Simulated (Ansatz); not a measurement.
GeBr2: single points at one geometry.

```yaml
crystal:
  periodic: [false, false, false]
  atoms:
    - {symbol: Ge, position_ang: [0.001777, 0.000063, -0.004085]}
    - {symbol: Br, position_ang: [1.472541, 1.859976, 0.855945]}
    - {symbol: Br, position_ang: [-1.474317, -1.860038, -0.851870]}
basis:
  gaussian: {orbitals: def2-TZVP, initial_orbitals: start.molden}
magnetization: {spin_polarized: true, initial_magnetization: 4}
hamiltonian: {xc: pbe}
correlation: {method: rpa}
scf: {omitted_lower_state_checks: [starts]}
```

The file start.molden holds the orbitals of an earlier run on this structure, at another level or in another basis.

```sh
$ ansatz run in.yaml --threads 4 --pin off --events-out ev --progress --plain --max-ram 3916MiB
```

Shortened log:

```
Functional definition: PBE
975 factors; integrals over basis functions are off by at most 6.8e-4 eV
mean field evaluation 1: about -196577.6114 eV, gradient 9.7e0 eV
mean field evaluation 2: about -196577.7303 eV, gradient 1.9e-1 eV
mean field evaluation 4: about -196577.7287 eV, gradient 1.0e-3 eV
mean field evaluation 8: about -196577.7287 eV, gradient 3.0e-6 eV
mean field -196577.72865762 eV, -7224.0982829975 hartree, gradient 3.0e-6 eV, S^2 6.003127; 0 other end points of the search recorded, 0 dependent functions left out
27 core orbitals not correlated: weight in the atoms' cores, before any rotation towards them, 1.000 or more for the frozen orbitals, at most 0.000 for the correlated occupied ones
reference -196466.12683864 eV, -7219.9969917962 hartree; 26, 22 occupied and 91, 95 virtual orbitals, 975 factors
Total energy: -196497.93743310 eV, -7221.1660095808 hartree
Checks for a lower state left out: starts
```

Hardware: 4 threads of Intel Xeon 6975P-C on a shared host. Wall time 3.1 s.

The first input with `hamiltonian: {xc: {name: wB97X-V}}`, `output: {orbitals: {seedname: orbitals}}` and without the key `correlation` (abridged; 24 s):

```
Functional definition: wB97X-V
mean field evaluation 16: about -196588.1615 eV, gradient 2.9e-6 eV
mean field -196588.16146168 eV, -7224.4816814750 hartree, gradient 2.9e-6 eV, S^2 6.015098
Total energy: -196588.16146115 eV, -7224.4816814555 hartree
Checks for a lower state left out: starts
```

First input, but with `gaussian: {orbitals: STO-3G}`, `hamiltonian: {xc: hf}`, `output: {orbitals: {seedname: orbitals}}` and without the key `correlation` (abridged; 0.65 s):

```
Functional definition: HF
mean field evaluation 16: about -194315.0906 eV, gradient 1.6e-5 eV
mean field -194315.09058108 eV, -7140.9478673556 hartree, gradient 3.4e-6 eV, S^2 6.007428
Total energy: -194315.09058108 eV, -7140.9478673556 hartree
Checks for a lower state left out: starts
```

The first input with `hamiltonian: {xc: {text: "exchange = 0.65*pbe_x + 0.35*exact_x\ncorrelation = pbe_c"}}`, `output: {orbitals: {seedname: orbitals}}` and without the key `correlation` (abridged; 10 s):

```
Functional definition: unnamed
mean field evaluation 16: about -196585.9812 eV, gradient 1.6e-5 eV
mean field -196585.98117616 eV, -7224.4015574598 hartree, gradient 4.6e-6 eV, S^2 6.011763
Total energy: -196585.98119767 eV, -7224.4015582504 hartree
Checks for a lower state left out: starts
```

First input, but with `hamiltonian: {xc: pbe, dispersion: d4}`, `output: {orbitals: {seedname: orbitals}}` and without the key `correlation` (abridged; 3.5 s):

```
Functional definition: PBE
mean field evaluation 16: about -196577.7287 eV, gradient 5.8e-6 eV
mean field -196577.72866821 eV, -7224.0982833867 hartree, gradient 5.8e-6 eV, S^2 6.003127
Total energy: -196577.82011793 eV, -7224.1016441019 hartree
Checks for a lower state left out: starts
```

As the first input, with `hamiltonian: {xc: {text: "exchange = 0.90*pbe_x + 0.10*exact_x\ncorrelation = pbe_c"}}`, `output: {orbitals: {seedname: orbitals}}` and without the key `correlation` (abridged; 6.5 s):

```
Functional definition: unnamed
mean field evaluation 16: about -196580.0314 eV, gradient 4.0e-7 eV
mean field -196580.03135358 eV, -7224.1829055129 hartree, gradient 4.0e-7 eV, S^2 6.004419
Total energy: -196580.03138351 eV, -7224.1829066128 hartree
Checks for a lower state left out: starts
```

First input, but with `hamiltonian: {xc: {text: "exchange = 0.85*pbe_x + 0.15*exact_x\ncorrelation = pbe_c"}}`, `output: {orbitals: {seedname: orbitals}}` and without the key `correlation` (abridged; 6.5 s):

```
Functional definition: unnamed
mean field -196581.19733722 eV, -7224.2257546217 hartree, gradient 4.6e-6 eV, S^2 6.005284
Total energy: -196581.19736546 eV, -7224.2257556593 hartree
Checks for a lower state left out: starts
```

Geometry: r2SCAN-D4/def2-TZVP.

Correlated methods freeze 27 core orbitals; core or outer-core shells of Ge, Br are correlated, in sets that lack core-valence functions. At PBE-D4/def2-TZVP the gap within one spin of the charge 0 quintet nearly closes, so an electron or hole may be smeared out by delocalisation error. At PBE0-D4/def2-TZVP a singlet of charge 0 lies 6.48 eV below the quintet, each at its own geometry. The structure comes from a short search, and lower isomers may exist.
